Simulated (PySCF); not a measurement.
W(NH)2(Br)(SH) (BrH₃N₂SW), SMILES [NH]=[W](=[NH])([SH])[Br], multiplicity 1.

Geometry: r2SCAN-D4/def2-SVP. The multiplicity is an assumed one; other spin states were not compared. The def2 effective core potentials stand for the cores of W; spin–orbit coupling is left out. Other conformers were not sampled.

Two levels are set side by side: TDDFT-PBE/def2-SVPD (PySCF) and TDDFT-M06-2X/def2-SVPD (PySCF). Vertical, same geometry. The lowest singlet is HOMO−1→LUMO 96 % with PBE and HOMO→LUMO 69 % with the other functional; states are paired by order. Differences are taken from unrounded values.

| quantity | TDDFT-M06-2X | TDDFT-PBE | TDDFT-PBE minus TDDFT-M06-2X |
|---|---|---|---|
| lowest singlet excitation (eV) | 4.22 | 3.82 | -0.40 |
| lowest triplet excitation (TDA) (eV) | 3.79 | 3.30 | -0.48 |

Functionals without exact exchange tend to place singlet excitations lower, as here. Differences between two approximate levels are no errors against the true value.

Rough cost on one machine, each run with all the roots and properties that it gave: TDDFT-M06-2X against TDDFT-PBE about 20 times.
